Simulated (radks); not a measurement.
The antimony anion Sb3-, [Xe], held by a Watson sphere: a shell of charge +3 at radius R that stands for the Madelung well of a crystal (potential energy -3/R inside, -3/r outside, in hartree with lengths in bohr). Method: scalar-relativistic Kohn-Sham, r2SCAN, spin-polarised, spherical densities, finite nucleus; meta-GGA in the generalised Kohn-Sham scheme; Fermi nuclear charge, rms radius of each element as measured or else 0.836 A^(1/3) + 0.57 fm; computed with a radial shooting solver on a logarithmic mesh with Libxc functionals.

| R (bohr) | e(4d) (eV) | e(5s) (eV) | e(5p) (eV) | <r> 5p (bohr) | sum of <r^2> (bohr^2) | X-ray form factor at sin(theta)/lambda = 0.3 1/angstrom |
|---|---|---|---|---|---|---|
| 2.61 | -33.776 | -15.264 | -7.216 | 2.785 | 86.22 | 35.212 |
| 3.49 | -32.169 | -12.918 | -5.782 | 3.130 | 102.0 | 35.368 |
| 3.76 | -31.900 | -12.371 | -5.366 | 3.233 | 107.1 | 35.399 |
| 4.82 | -31.163 | -10.834 | -3.996 | 3.620 | 127.9 | 35.444 |
| 5.71 | -30.762 | -10.080 | -3.167 | 3.928 | 147.0 | 35.451 |
